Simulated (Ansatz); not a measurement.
A made-up structure of CH$_{3}$SSe (charge -1), closed shell:

| atom | x (Å) | y (Å) | z (Å) |
| --- | --- | --- | --- |
| C1 | -0.4000 | 0.4112 | -0.2080 |
| S2 | 0.2746 | -0.3497 | 1.2816 |
| Se3 | 1.7514 | -1.7732 | 0.4524 |
| H4 | -1.1550 | 1.1467 | 0.0944 |
| H5 | 0.0233 | -0.4782 | 2.6120 |
| H6 | -0.8625 | -0.3458 | -0.8472 |

It is relaxed with PBE-D4/def2-SVPD and then PBE0-D4/def2-TZVPD (Ansatz 0.2.0). Atoms count as bonded within 1.22 times the sum of their covalent radii (H–H: 0.88 Å). The end point is not checked to be a true minimum.

(1) Does its bonding change? (A judgement: the text doesn't fix the answer.)

Answers

(1) Computed: No: no bond forms or breaks.

Where it ends: The first stage lowers the energy by 1.90 eV in 17 steps. It ends as CH₃SSe ([CH2][SH][Se]), total charge -1:
```
6
angstrom
C -0.8235 0.3766 0.2166
S 0.4186 -0.0986 1.2581
Se 2.0230 -1.5458 0.6166
H -0.5034 1.2531 -0.3459
H -0.2422 -0.9625 2.0501
H -1.2407 -0.4118 -0.4104
```

Labels in which every atom is bracketed show which atoms are joined, not bond orders.

For scale, one of the runs: PBE0-D4/def2-TZVPD relaxation, 167 basis functions, launched by `ansatz run in.yaml --threads 2 --pin off --events-out ev --progress --plain --max-ram 4352MiB`. Hardware: 2 CPU threads of an Arm Neoverse V1, shared host. Wall time about 54 s.
